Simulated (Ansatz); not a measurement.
Input:

```yaml
crystal:
  periodic: [false, false, false]
  atoms:
    - { symbol: Sn, position_ang: [-0.618, -0.4077, 0.5485] }
    - { symbol: Cl, position_ang: [1.1446, 0.2907, -1.5395] }
    - { symbol: H, position_ang: [-0.0751, -0.9598, -1.5568] }
    - { symbol: H, position_ang: [-1.1756, 1.2963, 0.8033] }
    - { symbol: H, position_ang: [0.7242, -0.2195, 1.7445] }
magnetization:
  spin_polarized: true
basis:
  gaussian: { orbitals: def2-SVP }
hamiltonian:
  xc: hf
md:
  timestep: 0.5
  n_steps: 150
  ensemble: nve
  temperature: 100.0
  initial_velocities: maxwell_boltzmann
  seed: 984210
```

Launched with:

```bash
$ ansatz run input.yaml --threads 1 --pin off --max-ram 2048MiB --backend cpu --events-out ev --progress --plain --runs-dir out
```

Hardware: 1 thread of Arm Neoverse V2 (shared host).

Problem. Roughly how long does this run take, and how much memory?

Solution. 2.4 min, with a peak of 0.13 GiB, for 151 ionic steps.
